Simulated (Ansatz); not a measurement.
H$_{4}$SSiTeZn, SMILES `[ZnH][S][SiH2][TeH]` at its PBE0-D4/def2-TZVP geometry, where that method's forces vanish. Total charge 0; spin multiplicity 1. Te: def2 effective core potential.

```json
{"atom": "Zn1", "x (Å)": "1.311", "y (Å)": "-1.375", "z (Å)": "0.301"}
{"atom": "S2", "x (Å)": "1.244", "y (Å)": "0.615", "z (Å)": "1.320"}
{"atom": "Si3", "x (Å)": "-0.221", "y (Å)": "1.303", "z (Å)": "-0.002"}
{"atom": "Te4", "x (Å)": "-1.167", "y (Å)": "-0.678", "z (Å)": "-1.280"}
{"atom": "H5", "x (Å)": "1.831", "y (Å)": "-2.799", "z (Å)": "0.018"}
{"atom": "H6", "x (Å)": "0.291", "y (Å)": "2.154", "z (Å)": "-1.107"}
{"atom": "H7", "x (Å)": "-1.345", "y (Å)": "2.002", "z (Å)": "0.670"}
{"atom": "H8", "x (Å)": "-1.944", "y (Å)": "-1.223", "z (Å)": "0.080"}
```

Task: For each bond, give half the difference of the two atoms' forces along it (eV/Å; positive pushes the atoms apart) under PBE-D4, r2SCAN-D4, B3LYP-D4, ωB97M-V in def2-TZVPP. (An estimate is asked.)

Result: Ansatz gave: 
```json
{"bond": "Zn1–S2", "length (Å)": "2.237", "PBE-D4": "0.09", "r2SCAN-D4": "0.01", "B3LYP-D4": "0.18", "ωB97M-V": "0.03"}
{"bond": "Zn1–H5", "length (Å)": "1.541", "PBE-D4": "-0.09", "r2SCAN-D4": "-0.18", "B3LYP-D4": "-0.19", "ωB97M-V": "-0.14"}
{"bond": "S2–Si3", "length (Å)": "2.090", "PBE-D4": "0.16", "r2SCAN-D4": "0.05", "B3LYP-D4": "0.19", "ωB97M-V": "0.09"}
{"bond": "Si3–Te4", "length (Å)": "2.540", "PBE-D4": "0.09", "r2SCAN-D4": "0.07", "B3LYP-D4": "0.21", "ωB97M-V": "-0.03"}
{"bond": "Si3–H6", "length (Å)": "1.486", "PBE-D4": "0.09", "r2SCAN-D4": "-0.02", "B3LYP-D4": "-0.14", "ωB97M-V": "-0.15"}
{"bond": "Si3–H7", "length (Å)": "1.484", "PBE-D4": "0.08", "r2SCAN-D4": "-0.02", "B3LYP-D4": "-0.16", "ωB97M-V": "-0.15"}
{"bond": "Te4–H8", "length (Å)": "1.659", "PBE-D4": "0.25", "r2SCAN-D4": "0.03", "B3LYP-D4": "0.07", "ωB97M-V": "-0.12"}
```

B3LYP here is the variant with VWN-RPA as its local correlation; programs differ in this.
